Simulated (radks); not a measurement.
The numbers below are computed, except where a source is named.
Question: Radial electron density D(r) = 4 pi r^2 rho(r) of an atom or ion with 6 electrons. Code: a radial shooting solver on a logarithmic mesh with Libxc functionals. Model: scalar-relativistic Kohn-Sham, XLYP, spin-polarised, spherical densities, finite nucleus; Fermi nuclear charge, rms radius of each element as measured or else 0.836 A^(1/3) + 0.57 fm.

r (bohr),D(r) (e/bohr),spin D(r)
0.002582,7.958,0.593
0.002888,9.494,0.706
0.003205,11.15,0.827
0.003585,13.20,0.977
0.003977,15.38,1.14
0.004413,17.84,1.31
0.004936,20.82,1.53
0.005477,23.89,1.74
0.006127,27.52,2.00
0.006798,31.16,2.25
0.007604,35.33,2.53
0.008437,39.34,2.80
0.009437,43.73,3.09
0.01047,47.71,3.34
0.01171,51.75,3.59
0.013,55.06,3.79
0.01454,57.95,3.96
0.01613,59.80,4.09
0.0179,60.67,4.18
0.02002,60.36,4.27
0.02221,58.86,4.38
0.02484,56.00,4.61
0.02757,52.33,5.00
0.03083,47.61,5.73
0.03421,42.93,6.82
0.03827,38.09,8.56
0.04246,34.23,10.8
0.0475,31.20,13.8
0.0527,29.62,17.1
0.05848,29.18,20.7
0.06541,29.65,24.4
0.07258,30.42,27.3
0.08118,30.88,29.3
0.09007,30.34,29.5
0.1007,28.32,28.0
0.1118,25.07,24.9
0.125,20.54,20.5
0.1387,16.05,16.0
0.1552,11.75,11.8
0.1722,8.817,8.82
0.1926,6.972,6.97
0.2137,6.219,6.22
0.2371,5.890,5.89
0.2652,5.449,5.45
0.2943,4.681,4.68
0.3292,3.508,3.51
0.3653,2.342,2.34
0.4086,1.290,1.29
0.4533,0.6300,0.630
0.5071,0.2406,0.241
0.5626,0.08100,0.0810
0.6293,0.01992,0.0199
0.6983,0.004288,0.00429
0.781,0.0006210,0.000621

What is the nuclear charge?

Answer: Z = 51. The innermost maximum, from 1s, lies near gamma/Z bohr with gamma = sqrt(1 - (Z/c)^2) = 0.928, here 0.0182 bohr (found: 0.0185), and its height grows with Z. The density is that of the antimony ion Sb45+ in [He] 2s1 2p2 3s1; the configuration itself is not fixed sharply by these data, and Z only to a few units. D(r) has 2 maxima, at r = 0.0185, 0.0812 bohr, and minima at 0.0580 bohr, inside which lie 2.32 electrons.
